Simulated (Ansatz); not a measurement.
GeH₁₀Si₃, SMILES `[SiH3][GeH]([SiH3])[SiH3]` at its PBE0-D4/def2-TZVP geometry, where that method's forces vanish. The species carries charge 0 and has multiplicity 1.

```xyz
14

Si    1.8809    1.1727   -0.3964
Ge    0.1937   -0.5039   -0.3899
Si   -1.8421    0.3896   -1.2354
Si   -0.1326   -1.3180    1.8211
H     3.1624    0.6298    0.1272
H     2.1031    1.6870   -1.7740
H     1.4505    2.3015    0.4711
H     0.6428   -1.6713   -1.2935
H    -2.2784    1.5158   -0.3675
H    -1.6563    0.8984   -2.6203
H    -2.9074   -0.6479   -1.2427
H    -1.1899   -2.3635    1.8437
H    -0.5542   -0.1938    2.6988
H     1.1277   -1.8964    2.3580
```

**Question.** What forces (eV/Å) does PBE-D4/def2-TZVPP give on these atoms in the Gaussian-basis code of Ansatz? (Estimate.)

**Answer.** The calculation gave: 
```
Si1 -0.045 -0.047 -0.003
Ge2 -0.018  0.048  0.037
Si3  0.056 -0.026  0.021
Si4  0.009  0.018 -0.062
H5   0.134 -0.050  0.053
H6   0.028  0.057 -0.139
H7  -0.039  0.113  0.085
H8   0.045 -0.119 -0.091
H9  -0.046  0.112  0.084
H10  0.013  0.054 -0.142
H11 -0.113 -0.102 -0.003
H12 -0.107 -0.108  0.010
H13 -0.042  0.109  0.089
H14  0.126 -0.060  0.061
```
